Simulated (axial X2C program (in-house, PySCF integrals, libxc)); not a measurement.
## Outer orbitals of KSi⁺ at 3.619 Å, PBE0

Calculated with an in-house relativistic program for diatomic molecules. Spin-free means the one-electron spin-free X2C Hamiltonian; two-component (2c) means X2C with spin–orbit coupling and atomic mean-field two-electron Coulomb and Gaunt terms, so the difference of the two also holds small scalar two-electron terms. Basis: K dyall-cv3z [11s12p6d3f], Si dyall-v3z [8s7p2d1f] (cores contracted in-house); Gaussian nuclei, density fitting, unrestricted open shells. Masses: K 38.964 u, Si 27.977 u.

The distance is close to the 2c PBE0 minimum; the highest filled and lowest empty levels are listed.

Spin-free orbitals, state M_S = 1, Λ = 1 (beyond evenly filled blocks: σα, π+α) (Löwdin shares):

```json
{"symmetry": "π+α", "occupied": "yes", "ε (eV)": "-26.21", "atomic character": "100% K p"}
{"symmetry": "π-α", "occupied": "yes", "ε (eV)": "-26.21", "atomic character": "100% K p"}
{"symmetry": "π-β", "occupied": "yes", "ε (eV)": "-26.20", "atomic character": "100% K p"}
{"symmetry": "π+β", "occupied": "yes", "ε (eV)": "-26.20", "atomic character": "100% K p"}
{"symmetry": "σα", "occupied": "yes", "ε (eV)": "-26.19", "atomic character": "100% K p"}
{"symmetry": "σβ", "occupied": "yes", "ε (eV)": "-26.15", "atomic character": "100% K p"}
{"symmetry": "σα", "occupied": "yes", "ε (eV)": "-17.01", "atomic character": "89% Si s, 5% K p, 4% K d"}
{"symmetry": "σβ", "occupied": "yes", "ε (eV)": "-14.85", "atomic character": "89% Si s, 5% K p, 4% K d"}
{"symmetry": "σα", "occupied": "yes", "ε (eV)": "-9.98", "atomic character": "88% Si p, 5% K s, 4% K p"}
{"symmetry": "π+α", "occupied": "yes", "ε (eV)": "-9.59", "atomic character": "96% Si p, 2% K d"}
{"symmetry": "π-α", "occupied": "no", "ε (eV)": "-7.55", "atomic character": "94% Si p, 3% K d, 2% K p"}
{"symmetry": "σβ", "occupied": "no", "ε (eV)": "-6.34", "atomic character": "72% Si p, 21% K s, 3% K p"}
{"symmetry": "π+β", "occupied": "no", "ε (eV)": "-6.21", "atomic character": "92% Si p, 4% K d, 3% K p"}
{"symmetry": "π-β", "occupied": "no", "ε (eV)": "-6.21", "atomic character": "92% Si p, 4% K d, 3% K p"}
```

Spinors with spin–orbit coupling (state Ω = 2):

| ω | occupied | ε (eV) | atomic character | λ mixture |
| --- | --- | --- | --- | --- |
| 1/2 | yes | -26.36 | 100% K p | 68% π, 32% σ |
| -1/2 | yes | -26.36 | 100% K p | 76% π, 24% σ |
| 3/2 | yes | -26.12 | 100% K p | 100% π |
| -3/2 | yes | -26.11 | 100% K p | 100% π |
| 1/2 | yes | -26.10 | 100% K p | 68% σ, 32% π |
| -1/2 | yes | -26.08 | 100% K p | 76% σ, 24% π |
| 1/2 | yes | -17.01 | 89% Si s, 5% K p, 4% K d | 100% σ |
| -1/2 | yes | -14.85 | 89% Si s, 5% K p, 4% K d | 100% σ |
| 1/2 | yes | -9.98 | 88% Si p, 5% K s, 4% K p | 100% σ |
| 3/2 | yes | -9.58 | 96% Si p, 3% K d | 100% π |
| -1/2 | no | -7.56 | 94% Si p, 3% K d, 2% K p | 100% π |
| -1/2 | no | -6.34 | 72% Si p, 21% K s, 3% K p | 100% σ |
| 1/2 | no | -6.22 | 92% Si p, 4% K d, 3% K p | 100% π |
| -3/2 | no | -6.21 | 92% Si p, 4% K d, 3% K p | 100% π |

Mulliken charges and populations of the two-component result (they depend on the basis, above all on diffuse functions):

K 0.90 e (s 6.04 p 12.03 d 0.03), Si 0.10 e (s 5.99 p 7.90 d 0.01). ⟨Lz⟩ = 1.00 ħ and ⟨Sz⟩ = 1.00 ħ (0.05 and 0.95 on the two atoms), which add up to Ω.

The state is a single determinant with fixed occupations, the lowest that a limited PBE0 search found. Density functionals use the spin component along the axis (collinear). PBE0 can misorder states that lie within some tenths of an eV, so this need not be the ground state of the molecule. The nearest other spin-free determinant of the search, M_S = 0, Λ = 1, lies 0.27 eV up at the distance of the search. The functionals have no current-density term, which raises determinants with orbital currents, atoms included. With several unpaired electrons one determinant need not be a pure state. Open-shell Ω = 0 determinants with evenly filled partner blocks cannot be reached by this program, so the Ω shown need not be the lowest component.
